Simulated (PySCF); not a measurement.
B(OMe)(PH2)2 (CH₇BOP₂), SMILES COB(P)P. Coordinates come from a B3LYP-D3(BJ)/def2-SVP optimisation. This is a generated structure with no PubChem entry under its InChIKey; it may be hypothetical. One conformer was computed; it need not be the lowest.

Computed equilibrium geometry at B3LYP-D3(BJ)/def2-SVP (PySCF confirms it by a frequency run) as a Z-matrix (one conformer of several):
```
B
O 1 1.3503
C 2 1.4172 1 124.52
H 3 1.0991 2 108.14 1 -165.47
H 3 1.1026 4 108.77 2 120.25
H 3 1.1033 4 108.96 5 118.46
P 1 1.9376 2 116.86 3 172.90
H 7 1.4250 1 97.50 2 133.78
H 7 1.4253 8 96.10 1 98.45
P 1 1.9491 2 121.69 3 4.38
H 10 1.4235 1 97.61 2 -152.83
H 10 1.4276 11 95.62 1 -98.14
```
Charge 0, spin multiplicity 1.
